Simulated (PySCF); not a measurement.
**State search for CsSn**

Unrestricted PBE0; basis Cs def2-SVPD with ECP46, Sn def2-SVPD with ECP28; scalar-relativistic core potentials; PySCF 2.14. Outer shells of the fragments: Cs 6s1; Sn 4d10 5s2 5p2.

Followed along the bond (rough minima from three points):

| 2Ms+1 | unpaired | ⟨S²⟩ at the start | R at minimum (Å) | Te (eV) |
| --- | --- | --- | --- | --- |
| 4 | σ ↑, π ↑↑ | 3.75 | 3.59 | 0.00 |
| 2 | σ ↓, π ↑↑ | 1.76 | 3.64 | 0.47 |
| 2 | σ ↑, π ↑↓ | 1.76 | 3.61 | 0.48 |
| 2 | π ↑ | 0.77 | 3.89 | 0.74 |
| 2 | σ ↑ | 0.75 | 3.62 | 1.19 |

Solutions found at the starting distance of 3.555 Å, counted from the lowest of them; the search is not exhaustive and high or unbound solutions are not listed, so other states can lie among these:

```tsv
2Ms+1	unpaired	term	E (eV)	⟨S²⟩	⟨Lz²⟩	μ (D)
4	σ ↑, π ↑↑	⁴Σ⁻	0.00	3.75	0.00	-10.41
2	σ ↓, π ↑↑	mixed	0.47	1.76	0.00	-9.64
2	σ ↑, π ↑↓	mixed	0.49	1.76	2.01	-10.09
2	π ↑	²Π	0.83	0.77	1.01	-7.40
2	σ ↑	mixed	1.19	0.75	2.00	-9.96
2	π ↑	²Π	1.45	0.75	1.02	-11.06
```

A term symbol is given only where ⟨S²⟩ and ⟨Lz²⟩ are close to those of a pure state; real π, δ and φ orbitals otherwise mix terms. A positive dipole means Cs(−)Sn(+).

Spin–orbit coupling is left out.
